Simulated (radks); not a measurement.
Spin polarisation of the 5d4 shell in the rhenium ion Re3+. Start: [Xe] 4f14 5d(up 2, down 2); electrons of 5d are moved from spin down to spin up, other shells keep equal spins. Calculated with a radial shooting solver on a logarithmic mesh with Libxc functionals: non-relativistic Kohn-Sham, SCAN, spin-polarised, spherical densities, point nucleus; meta-GGA in the generalised Kohn-Sham scheme.

\begin{tabular}{lrrrrr}
moment (Bohr magnetons) & E - E(0) (eV) & e(5d up) (eV) & e(5d down) (eV) & 5p down minus up (eV) & 4f down minus up (eV) \\ \hline
0 & 0.000 & -33.895 & -33.895 & 0.000 & 0.000 \\
1 & -0.235 & -34.342 & -33.394 & 0.871 & 0.134 \\
2 & -0.951 & -34.745 & -32.821 & 1.731 & 0.270 \\
3 & -2.170 & -35.108 & -32.131 & 2.576 & 0.410 \\
\end{tabular}

At moment 3 the spin-polarisation energy is -2.170 eV and the 5d exchange splitting 2.977 eV, that is 0.992 eV per Bohr magneton; E = -I m^2/4 would give I = 0.965 eV.
